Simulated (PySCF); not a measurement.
Job for PySCF: U-HF/STO-3G on HF-, 2S+1 = 2, a spin state set in the input, which need not be the lowest, a point of a bond scan (R = 1.210 Å). Charge -1.

```python
from pyscf import gto, scf, dft, mp
from pyscf.data.elements import chemcore

mol = gto.M(
    atom='''
    H     0.00000000    0.00000000    0.00000000
    F     0.00000000    0.00000000    1.21029600
    ''',
    basis='sto-3g',
    charge=-1, spin=1, verbose=3, max_memory=1800)
mf = scf.UHF(mol)
mf.conv_tol = 1e-8
mf.max_cycle = 100
mf.kernel()
if not mf.converged:
    mf = mf.newton().run(mf.mo_coeff, mf.mo_occ)
for _ in range(4):
    mo, _, stable, _ = mf.stability(return_status=True)
    if stable:
        break
    mf.kernel(mf.make_rdm1(mo, mf.mo_occ))
```

Q: Give the final energy of this run.

A: -98.1426 hartree.
